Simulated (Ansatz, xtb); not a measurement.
**BGaH3N: where a starting geometry ends**

The starting geometry of this gas-phase singlet was built from a drawn formula by distance geometry and a force field; its bonds are those of `[B]1=[NH+][GaH2-]1`.

| atom | x (Å) | y (Å) | z (Å) |
| --- | --- | --- | --- |
| B | -1.1234 | -0.1506 | 0.0125 |
| Ga | -1.1904 | 1.5027 | 0.7044 |
| N | -1.9067 | 0.7105 | -0.8502 |
| H | -2.4896 | 0.7881 | -1.7560 |
| H | -0.2553 | 2.7694 | 0.2762 |
| H | -2.4183 | 2.0021 | 1.6661 |

Problem. Predict what becomes of its bonds when it is optimised with r2SCAN-D4/def2-SVP.

Solution. A bond breaks, giving a structure given below by its coordinates. Distances that change by over a tenth: B1–Ga2 (1.79 → 2.05 Å), B1–N3 (1.45 → 1.25 Å). Contacts that open: Ga2–N3 (1.89 → 3.30 Å).

The energy falls by 3.11 eV over 13 steps:

| step | E − E(last) (eV) |
| --- | --- |
| 1 | 3.108 |
| 2 | 1.553 |
| 4 | 0.933 |
| 5 | 0.710 |
| 6 | 0.542 |
| 8 | 0.244 |
| 9 | 0.105 |
| 10 | 0.024 |
| 12 | 0.000 |
| 13 | 0.000 |

Final geometry (Å):

```yaml
atoms:
  - { symbol: B, position_ang: [-1.7725, 0.8759, -0.5345] }
  - { symbol: Ga, position_ang: [-1.1647, 2.0243, 1.0476] }
  - { symbol: N, position_ang: [-2.1442, 0.1742, -1.5014] }
  - { symbol: H, position_ang: [-2.4414, -0.3867, -2.2744] }
  - { symbol: H, position_ang: [0.1677, 2.8361, 0.9683] }
  - { symbol: H, position_ang: [-2.0286, 2.0983, 2.3472] }
```

From the same start GFN2-xTB reaches the same bonding as this run.

The end wasn't checked by frequencies. Run with Ansatz 0.2.0, 49 s on 1 thread of Intel(R) Xeon(R) Processor @ 2.50GHz (Skylake/Cascade Lake), on a shared host.
